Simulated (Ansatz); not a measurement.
Isolated molecules relaxed with PBE0-D4/def2-TZVP in Ansatz; ΔE leaves out vibrations. CBS: MP2 limit from def2 TZ/QZ plus the TZ coupled-cluster correction, frozen cores. Functionals use def2-TZVPP. B3LYP here is the variant with VWN-RPA as its local correlation; programs differ in this. For Ge, Se outer-core shells are correlated without core-valence functions, which leaves a few kJ/mol of doubt a bond. Scalar relativity is left out up to krypton. One conformer a species, not always the lowest.

`C[O][Ge]([F])([Cl])[SeH]` + `O[SiH2][SiH3]` → `O[SiH2][SiH2][SeH]` + `C[O][GeH]([F])[Cl]`  (formal exchange of groups at the Se–Ge bond)

| level | ΔE (kcal/mol) |
| --- | --- |
| r2SCAN-D4 | -0.5 |
| B3LYP-D4 | 0.2 |
| B3LYP | 0.4 |
| SCS-MP2/def2-TZVPP | 0.2 |
| CCSD/def2-TZVPP | 0.1 |
| SCS-MP2/def2-QZVPP | -0.5 |
| HF/CBS(def2) | -0.1 |
| CCSD/CBS(def2) | -0.9 |

Task: What does CCSD(T)/CBS give? (Estimate.)

Result: Ansatz gave: -0.9 kcal/mol. The listed levels differ from it by 0.4, 1.1, 1.3, 1.1, 1.0, 0.4, 0.8, 0.0 kcal/mol.

Largest T1 diagnostic among the species: 0.012.
